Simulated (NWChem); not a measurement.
Species: AlH2Br; SMILES [AlH2][Br]

Results from NWChem. The geometry was optimised at PBE0/def2-SVP. Vertical excitations in the gas phase; the lowest state need not have the same character in each row.

```
level                          lowest excitation, singlet (eV)  oscillator strength of that lowest state  lowest state with f > 0.02, singlet (eV)  lowest triplet (eV)  orbital gap (eV)
-----------------------------  -------------------------------  ----------------------------------------  ----------------------------------------  -------------------  ----------------
PBE/aug-cc-pVDZ, TDA                                      4.51                                     0.000                                      5.50                 4.28              4.44
B3LYP/aug-cc-pVDZ, TDA                                    4.91                                     0.000                                      5.90                 4.67              5.99
Hartree-Fock/aug-cc-pVDZ, CIS                                ?                                     0.000                                         ?                    ?                 ?
```

What belongs in the gaps?


- Hartree-Fock/aug-cc-pVDZ, CIS, lowest excitation, singlet (eV): 6.26
- Hartree-Fock/aug-cc-pVDZ, CIS, lowest state with f > 0.02, singlet (eV): 7.57
- Hartree-Fock/aug-cc-pVDZ, CIS, lowest triplet (eV): 5.56
- Hartree-Fock/aug-cc-pVDZ, CIS, orbital gap (eV): 11.64
